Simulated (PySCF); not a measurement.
Structure with atom numbers: `[CH3:1][C:2]#[C:3][c:4]1[cH:5][cH:6][cH:7][o:8]1`. Hydrogens are named by the atom that carries them.

GIAO PBE0/pcSseg-1 shifts (PySCF 2.14, gas phase, non-relativistic, equivalent atoms averaged), each against references optimised in the same way as the molecule (TMS, H2O).

On the GFN2-xTB geometry: C7 147.2, C4 143.3, C5 123.7, C6 117.7, C2 100.0, C3 77.3, C1 5.8, O8 314.0, H(C7) 7.40, H(C5) 6.85, H(C6) 6.62, H(C1) 2.30 ppm.

Question: What changes on the PBE0-D3(BJ)/def2-SVP geometry?

Answer: 
```
atoms  δ (ppm)  change
   C7    146.1    -1.1
   C4    141.7    -1.6
   C5    121.9    -1.8
   C6    116.0    -1.7
   C2     98.5    -1.5
   C3     75.8    -1.5
   C1      5.7    -0.1
   O8    318.2    +4.2
H(C7)     7.24   -0.16
H(C5)     6.66   -0.19
H(C6)     6.48   -0.14
H(C1)     2.17   -0.13
```

Bonds between heavy atoms that differ most (equivalent bonds averaged): C2–C3 1.204 → 1.215 Å, C5–C6 1.413 → 1.424 Å, C1–C2 1.443 → 1.451 Å, C3–C4 1.405 → 1.412 Å, O8–C4 1.354 → 1.360 Å. Mean change of bonds to hydrogen: C–H +0.014 Å.
